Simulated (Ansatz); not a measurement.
Calculated with Ansatz (gas phase, PBE0-D4/def2-TZVP geometries, no zero-point term in ΔE). CCSD(T)/CBS adds triple-zeta CCSD(T) − MP2 to the extrapolated MP2 energy (def2 sets, frozen cores). Functionals use def2-TZVPP. B3LYP here is the variant with VWN-RPA as its local correlation; programs differ in this. Each species was taken in one conformer, which may not be the lowest.

Reaction (ligand exchange at the Si–C bond): `CC(=S)[SiH2]O` + `N=C(N)S` → `N=C(S)N[SiH2]O` + `CC=S`

```
             level  ΔE (kJ/mol)
            PBE-D4        -35.5
           PBE0-D4        -42.0
           ωB97X-V        -49.5
            B2PLYP        -50.6
             B3LYP        -48.9
CCSD(T)/def2-TZVPP        -51.7
      HF/CBS(def2)        -66.1
    CCSD/CBS(def2)        -52.7
```

Problem. What does CCSD(T)/CBS give? (Estimate.)

Solution. Computed: -49.6 kJ/mol. The listed levels differ from it by 14.1, 7.6, 0.1, -1.0, 0.7, -2.1, -16.5, -3.1 kJ/mol.

Largest T1 diagnostic among the species: 0.016.

In def2-TZVPP, CCSD(T) changes the Hartree–Fock value by +13.4 kJ/mol (the triples alone add +3.1 kJ/mol) and MP2 by +13.4 kJ/mol. From PBE to PBE0 (25 % exact exchange), in def2-TZVPP and without D4, ΔE moves by −6.3 kJ/mol.
